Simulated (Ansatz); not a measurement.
`C[Se]B(F)Cl` and `CSB(F)Cl` differ in one element.

Ansatz, PBE0-D4/def2-TZVP geometries, multiplicity 1. Each molecule was computed in one conformer, which needn't be the lowest.

Scalar relativity is left out up to krypton.

```json
{"property": "size of the dipole moment (B3LYP/def2-TZVPP) / D", "`C[Se]B(F)Cl`": "2.13"}
{"property": "HOMO energy (ωB97M-V/def2-TZVPP) / eV", "`C[Se]B(F)Cl`": "-9.44"}
{"property": "HOMO energy (PBE/def2-TZVPP) / eV", "`C[Se]B(F)Cl`": "-6.19"}
{"property": "ideal-gas entropy at 298 K and 1 bar (rigid rotor, harmonic PBE0-D4/def2-TZVP) / J/(mol·K)", "`C[Se]B(F)Cl`": "352"}
{"property": "LUMO energy (B3LYP/def2-TZVPP) / eV", "`C[Se]B(F)Cl`": "-0.81"}
{"property": "HOMO energy (B3LYP/def2-TZVPP) / eV", "`C[Se]B(F)Cl`": "-7.09"}
```

**Question.** Give the same properties after the change, and the shifts. (An estimate is asked.)

**Answer.** Computed: 
```json
{"property": "size of the dipole moment (B3LYP/def2-TZVPP) / D", "`CSB(F)Cl`": "2.13", "shift": "0.00"}
{"property": "HOMO energy (ωB97M-V/def2-TZVPP) / eV", "`CSB(F)Cl`": "-9.88", "shift": "-0.44"}
{"property": "HOMO energy (PBE/def2-TZVPP) / eV", "`CSB(F)Cl`": "-6.51", "shift": "-0.32"}
{"property": "ideal-gas entropy at 298 K and 1 bar (rigid rotor, harmonic PBE0-D4/def2-TZVP) / J/(mol·K)", "`CSB(F)Cl`": "342", "shift": "-10"}
{"property": "LUMO energy (B3LYP/def2-TZVPP) / eV", "`CSB(F)Cl`": "-0.69", "shift": "0.12"}
{"property": "HOMO energy (B3LYP/def2-TZVPP) / eV", "`CSB(F)Cl`": "-7.49", "shift": "-0.40"}
```

With PBE0 the HOMO falls by 0.41 eV and the LUMO rises by 0.13 eV, so the gap widens by about 0.54 eV. PBE moves the HOMO by -0.32 eV and ωB97M-V by -0.44 eV. Dipoles are sizes alone; their direction can turn.

B3LYP here is the variant with VWN-RPA as its local correlation; programs differ in this.

Spin–orbit coupling is left out; it splits and shifts lone-pair levels of the heavy atoms by tenths of an eV.
